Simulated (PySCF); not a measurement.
Isomers C$_{6}$H$_{11}$N$_{3}$:

A. `CC(C)(C)c1nc[nH]n1`
B. `CC(C)(C)c1cn[nH]n1`
C. SMILES N1=C(CC)C=NN1CC
D. `CC(C)(C)n1ccnn1`
E. SMILES CC(C)Cn1cnnc1
F. `CC(C)(C)n1nccn1`

Spectrum 1. 13C{1H} NMR (computed): δ 136.2 (CH), 124.8 (CH), 56.7 (C), 32.2 (CH3).

Spectrum 2. 13C{1H} NMR (computed): δ 137.7 (CH), 59.8 (C), 31.4 (CH3).

Spectrum 3. 13C{1H} NMR (computed): δ 162.7 (C), 134.1 (CH), 32.8 (C), 32.4 (CH3).

Spectrum 4. 13C{1H} NMR (computed): δ 155.6 (C), 137.1 (CH), 51.4 (CH2), 23.8 (CH2), 20.7 (CH3), 19.5 (CH3).

Spectrum 5. 13C{1H} NMR (computed): δ 145.8 (CH), 54.7 (CH2), 37.0 (CH), 21.8 (CH3).

Spectrum 6. 13C{1H} NMR (computed): δ 176.8 (C), 144.3 (CH), 34.5 (C), 32.4 (CH3).

How the numbers were obtained: geometry: GFN2-xTB, shielding tensors at PBE0/pcSseg-1 (GIAO), in PySCF (isolated molecule, fast rotation and ring inversion assumed for equivalent nuclei, non-relativistic Hamiltonian, single conformer).

Chemical shifts δ = σref − σ; 13C (186.93 ppm) vs TMS, all at this level. Shifts are as computed. Against solution values, carbons near 30 ppm lie about +3 ppm off and those near 130 ppm about +5 ppm. Of 1211 compounds with measured shifts, 218 miss one by over three times the rms of a fit or turn the order of signals round; such compounds aren't used in these exercises.

Problem. Which spectrum belongs to which compound?

Solution. 1–D, 2–F, 3–B, 4–C, 5–E, 6–A.

- Spectrum 1 (D): 4 13C signals; δC 56.7 is a fully substituted sp3 carbon bonded to N; δC 32.2 is a methyl carbon.
- Spectrum 2 (F): 3 13C signals; δC 59.8 is a fully substituted sp3 carbon bonded to N; δC 31.4 is a methyl carbon.
- Spectrum 3 (B): 4 13C signals; δC 32.8 is a quaternary sp3 carbon on an aromatic ring; δC 32.4 is a methyl carbon.
- Spectrum 4 (C): 6 13C signals; δC 51.4 is an sp3 CH2 bonded to N; δC 23.8 is an sp3 CH2 on an aromatic ring.
- Spectrum 5 (E): 4 13C signals; δC 54.7 is an sp3 CH2 bonded to N; δC 37.0 is an sp3 CH.
- Spectrum 6 (A): 4 13C signals; δC 34.5 is a quaternary sp3 carbon on an aromatic ring; δC 32.4 is a methyl carbon.
